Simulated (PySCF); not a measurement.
Electron correlation in S²⁺ (sulfur, charge +2)

[Ne] 3s2 3p2, high-spin 3P determinant. All numbers are calculated (PySCF 2.14, the non-relativistic Hamiltonian (point nucleus), in cc-pV(D+d)Z). Frozen: [Ne]; 4 electrons correlated.

MP2 pair energies summed by pair of shells (mhartree):

```json
{"pair": "3s-3p", "energy": "-32.99", "share (%)": "61.0"}
{"pair": "3s-3s", "energy": "-15.34", "share (%)": "28.4"}
{"pair": "3p-3p", "energy": "-5.75", "share (%)": "10.6"}
```

Total MP2 correlation energy: -54.08 mhartree.

Same-spin part -8.63 and opposite-spin part -45.45 mhartree; SCS-MP2 scales them by 1/3 and 6/5 to -57.41 mhartree.

```csv
level,correlation energy (mhartree)
CCSD,-77.26
(T),-0.94
CCSD(T),-78.20
```

Diagnostics: T1 = 0.0077, D1 = 0.0208, largest double amplitude 0.107.

Cost of the coupled-cluster step: 0.15 s of wall time on 1 thread of Neoverse-V1 (shared host), for 4 correlated electrons.

Iterations:

```
CC2 = 0
CCSD nocc = (np.int64(3), np.int64(1)), nmo = (18, 18)
frozen orbitals [[0, 1, 2, 3, 4], [0, 1, 2, 3, 4]]
max_cycle = 100
direct = 0
conv_tol = 1e-08
conv_tol_normt = 1e-06
diis_space = 8
diis_start_cycle = 0
Init t2, MP2 energy = -0.0540791354421719
Init E_corr(UCCSD) = -0.0540791354422265
cycle = 1  E_corr(UCCSD) = -0.0697310489352853  dE = -0.0156519135  norm(t1,t2) = 0.0503912
cycle = 2  E_corr(UCCSD) = -0.0744873175364601  dE = -0.0047562686  norm(t1,t2) = 0.0191068
cycle = 3  E_corr(UCCSD) = -0.0772543819229958  dE = -0.00276706439  norm(t1,t2) = 0.00847553
cycle = 4  E_corr(UCCSD) = -0.0772415348117136  dE = 1.28471113e-05  norm(t1,t2) = 0.00145121
cycle = 5  E_corr(UCCSD) = -0.0772621411335952  dE = -2.06063219e-05  norm(t1,t2) = 0.000212532
cycle = 6  E_corr(UCCSD) = -0.0772547527448468  dE = 7.38838875e-06  norm(t1,t2) = 3.07838e-05
cycle = 7  E_corr(UCCSD) = -0.0772575637731521  dE = -2.81102831e-06  norm(t1,t2) = 6.26501e-06
cycle = 8  E_corr(UCCSD) = -0.077256954229398  dE = 6.09543754e-07  norm(t1,t2) = 1.64028e-06
cycle = 9  E_corr(UCCSD) = -0.0772569654658909  dE = -1.12364928e-08  norm(t1,t2) = 1.38997e-07
cycle = 10  E_corr(UCCSD) = -0.0772569663958002  dE = -9.29909358e-10  norm(t1,t2) = 2.97414e-08
UCCSD converged
E(UCCSD) = -396.4003008376064  E_corr = -0.07725696639580021
UCCSD(T) correction = -0.000940744833445415
```
